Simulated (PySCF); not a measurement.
HO4Re, triplet, geometry from GFN2-xTB (such geometries of metal compounds can be far from the true shape) (the multiplicity is a formal guess) (core potentials on Re); PBE/def2-SV(P) (PySCF).

PySCF was given this input:
```python
from pyscf import gto, scf, dft

mol = gto.Mole()
mol.atom = '''
    Re    0.01596475   -0.01455193   -0.11213261
    O     1.13316379    0.83995704   -0.98404227
    O     0.48841121   -0.31615502    1.61161311
    O    -0.48108850   -1.36603858   -0.92758806
    O    -1.15039449    0.86979573    1.09360555
    H    -1.11809237    0.87092139    2.06123907
'''
mol.basis = 'def2-sv(p)'
mol.ecp = {'Re': 'def2-sv(p)'}
mol.spin = 2
mol.verbose = 4
mol.build()

mf = dft.UKS(mol)
mf.xc = 'pbe'
mf.diis = False
mf.damp = 0.6
mf.diis_start_cycle = 200
mf.max_cycle = 150
mf.kernel()
mf.analyze()
```

Problem. Predict the main parts of the log of this PySCF run.

Solution. 
```
PySCF version 2.14.0

[INPUT] verbose = 4
[INPUT] num. atoms = 6
[INPUT] num. electrons = 48
[INPUT] charge = 0
[INPUT] spin (= nelec alpha-beta = 2S) = 2
[INPUT] symmetry False subgroup None
[INPUT] Mole.unit = angstrom
[INPUT] Symbol           X                Y                Z      unit          X                Y                Z       unit  Magmom
[...]
nuclear repulsion = 230.776914124278
number of shells = 37
number of NR pGTOs = 150
number of NR cGTOs = 83
basis = def2-sv(p)
ecp = {'Re': 'def2-sv(p)'}

******** <class 'pyscf.dft.uks.UKS'> ********
method = UKS
initial guess = minao
damping factor = 0.6
level_shift factor = 0
DIIS disabled
SCF conv_tol = 1e-09
SCF conv_tol_grad = None
SCF max_cycles = 150
direct_scf = True
direct_scf_tol = 1e-13
number electrons alpha = 25  beta = 23
XC library pyscf.dft.libxc version 7.1.2
    S. Lehtola, C. Steigemann, M. J. T. Oliveira, and M. A. L. Marques,  SoftwareX 7, 1–5 (2018)
XC functionals = pbe
    J. P. Perdew, K. Burke, and M. Ernzerhof,  Phys. Rev. Lett. 77, 3865 (1996)
    J. P. Perdew, K. Burke, and M. Ernzerhof,  Phys. Rev. Lett. 78, 1396 (1997)
    J. P. Perdew, K. Burke, and M. Ernzerhof,  Phys. Rev. Lett. 77, 3865 (1996)
    J. P. Perdew, K. Burke, and M. Ernzerhof,  Phys. Rev. Lett. 78, 1396 (1997)
radial grids:
    Treutler-Ahlrichs [JCP 102, 346 (1995); DOI:10.1063/1.469408] (M4) radial grids

becke partition: Becke, JCP 88, 2547 (1988); DOI:10.1063/1.454033
pruning grids: <function nwchem_prune>
grids dens level: 3
symmetrized grids: False
atomic radii adjust function: <function treutler_atomic_radii_adjust>
small_rho_cutoff = 0
Set gradient conv threshold to 3.16228e-05
tot grids = 90448
init E= -367.359401599779

cycle= 1 E= -378.6633729911  delta_E= -11.3  |g|= 1.24  |ddm|= 5.61

cycle= 2 E= -378.664422003988  delta_E= -0.00105  |g|= 1.25  |ddm|= 1.54

cycle= 3 E= -378.656613388121  delta_E= 0.00781  |g|= 1.19  |ddm|= 1.67

cycle= 4 E= -377.932289501057  delta_E= 0.724  |g|= 1.77  |ddm|= 1.96

cycle= 5 E= -377.413386422263  delta_E= 0.519  |g|= 2.02  |ddm|= 2.46
cycle= 6 E= -376.434221152775  delta_E= 0.979  |g|= 2.48  |ddm|= 2.86

cycle= 7 E= -374.189339345545  delta_E= 2.24  |g|= 3.16  |ddm|= 3.51

cycle= 8 E= -374.085807860126  delta_E= 0.104  |g|= 3.18  |ddm|=  4.3

cycle= 9 E= -372.377415273113  delta_E= 1.71  |g|=  3.7  |ddm|= 4.54

cycle= 10 E= -371.487184033159  delta_E= 0.89  |g|= 3.61  |ddm|= 5.19

cycle= 11 E= -366.763058939821  delta_E= 4.72  |g|= 4.74  |ddm|= 5.87
[...]
SCF not converged.
Total Energy =                        -360.852803293904287
[...]
spin_pop of  0 Re 5dxy      0.16074
spin_pop of  0 Re 5dyz      0.05429
spin_pop of  0 Re 5dz^2     0.01349
spin_pop of  0 Re 5dxz      0.11490
spin_pop of  0 Re 5dx2-y2    0.02986
spin_pop of  0 Re 6dxy      0.03812
spin_pop of  0 Re 6dyz      0.01114
spin_pop of  0 Re 6dz^2     0.01014
spin_pop of  0 Re 6dxz      0.09222
spin_pop of  0 Re 6dx2-y2    0.01501
spin_pop of  1 O 1s        0.00000
spin_pop of  1 O 2s        0.00001
spin_pop of  1 O 3s        0.00895
spin_pop of  1 O 2px       0.07047
spin_pop of  1 O 2py       0.04400
spin_pop of  1 O 2pz       0.20815
spin_pop of  1 O 3px       0.00772
spin_pop of  1 O 3py       0.00715
spin_pop of  1 O 3pz       0.01538
spin_pop of  1 O 3dxy      0.00056
spin_pop of  1 O 3dyz      0.00038
spin_pop of  1 O 3dz^2     0.00024
spin_pop of  1 O 3dxz      0.00009
spin_pop of  1 O 3dx2-y2    0.00005
spin_pop of  2 O 1s        0.00000
spin_pop of  2 O 2s        0.00274
spin_pop of  2 O 3s        0.01955
spin_pop of  2 O 2px       0.00064
spin_pop of  2 O 2py       0.00028
spin_pop of  2 O 2pz       0.00353
spin_pop of  2 O 3px       0.04543
spin_pop of  2 O 3py       0.01722
spin_pop of  2 O 3pz       0.01258
spin_pop of  2 O 3dxy      0.00004
spin_pop of  2 O 3dyz      0.00103
spin_pop of  2 O 3dz^2     0.00041
spin_pop of  2 O 3dxz      0.00225
spin_pop of  2 O 3dx2-y2    0.00001
spin_pop of  3 O 1s        0.00000
spin_pop of  3 O 2s        0.00002
spin_pop of  3 O 3s        0.00758
spin_pop of  3 O 2px       0.01667
spin_pop of  3 O 2py       0.09787
spin_pop of  3 O 2pz       0.20820
spin_pop of  3 O 3px       0.00983
spin_pop of  3 O 3py       0.00489
spin_pop of  3 O 3pz       0.01523
spin_pop of  3 O 3dxy      0.00054
spin_pop of  3 O 3dyz      0.00022
spin_pop of  3 O 3dz^2     0.00022
spin_pop of  3 O 3dxz      0.00026
spin_pop of  3 O 3dx2-y2    0.00014
spin_pop of  4 O 1s       -0.00000
spin_pop of  4 O 2s        0.00282
spin_pop of  4 O 3s        0.04319
spin_pop of  4 O 2px       0.00119
spin_pop of  4 O 2py       0.00080
spin_pop of  4 O 2pz       0.00432
spin_pop of  4 O 3px       0.03350
spin_pop of  4 O 3py       0.01607
spin_pop of  4 O 3pz       0.04972
spin_pop of  4 O 3dxy      0.00059
spin_pop of  4 O 3dyz      0.00018
spin_pop of  4 O 3dz^2     0.01128
spin_pop of  4 O 3dxz      0.00020
spin_pop of  4 O 3dx2-y2    0.00005
spin_pop of  5 H 1s        0.01536
spin_pop of  5 H 2s        0.07538
In total            25.00000 | 23.00000
Dipole moment(X, Y, Z, Debye): 22.43309, -18.61502, -85.94125
```

The run did not converge; its last values are not results.
